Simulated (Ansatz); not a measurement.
ClF3H2O2W, SMILES `[OH][W]([OH])([F])([F])([F])[Cl]`. Total charge 0; spin multiplicity 1. W takes the def2 core potential. The structure was optimised at the PBE0-D4/def2-TZVP level. It is one conformer, not always the lowest.

```xyz
9

O     0.444    1.529    0.909
W    -0.092   -0.096    0.204
O    -0.437   -1.522   -0.925
F    -1.767    0.611   -0.168
F     1.555   -0.834    0.641
F     0.623    0.654   -1.389
Cl   -0.946   -0.994    2.108
H     0.873    2.275    0.481
H    -0.254   -1.624   -1.862
```

What is the dipole moment at B3LYP/def2-TZVPP? (Best estimate.)

The calculation gave: 1.56 D, with components (0.59, 0.62, -1.31) D in this frame, pointing from negative to positive charge.

And with PBE, r2SCAN, ωB97M-V? (Best estimate.)

Ansatz gave: PBE 1.67 D, r2SCAN 1.70 D, ωB97M-V 1.66 D.

Give the Mulliken charges with B3LYP, ωB97M-V, PBE in def2-TZVPP. (Best estimate.)

Ansatz gave: 
```
atom  B3LYP  ωB97M-V    PBE
  O1  -0.29    -0.28  -0.24
  W2   1.22     1.15   0.94
  O3  -0.29    -0.28  -0.24
  F4  -0.27    -0.26  -0.22
  F5  -0.27    -0.26  -0.22
  F6  -0.34    -0.33  -0.29
 Cl7  -0.19    -0.17  -0.17
  H8   0.22     0.21   0.22
  H9   0.22     0.21   0.22
```

B3LYP here is the variant with VWN-RPA as its local correlation; programs differ in this.
